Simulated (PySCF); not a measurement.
N, quartet. Base run: B3LYP/3-21G in PySCF.

PySCF was given this input:
```python
from pyscf import gto, scf, dft

mol = gto.Mole()
mol.atom = '''
    N     0.00000000    0.00000000    0.00000000
'''
mol.basis = '3-21g'
mol.spin = 3
mol.verbose = 5
mol.build()

mf = dft.UKS(mol)
mf.xc = 'b3lyp'
mf.kernel()
```

The base run was repeated with changes; each row names its change, and settings that it needs were set with it.

```csv
change,ΔE vs base (µEh),fitting functions
base,0.0,-
auxbasis = even-tempered beta=2.0,-165,59
auxbasis = def2-universal-jfit,338,49
auxbasis = cc-pvqz-jkfit,-62.3,106
auxbasis = autoaux,-55.6,78
auxbasis = def2-universal-jkfit,-27.5,77
auxbasis = even-tempered beta=1.6,-6.0,83
only_dfj = on; auxbasis = def2-universal-jfit,-107,49
auxbasis = def2-svp-ri,-3585,48
auxbasis = cc-pvtz-ri,-125,81
```

A fitting set is made for a task (jfit for Coulomb, jkfit for Coulomb and exchange, ri for correlation) and for a family of orbital bases.

Open shells are given as the SCF converged; they aren't shown to be the lowest states, and a large step between rows can be another state.
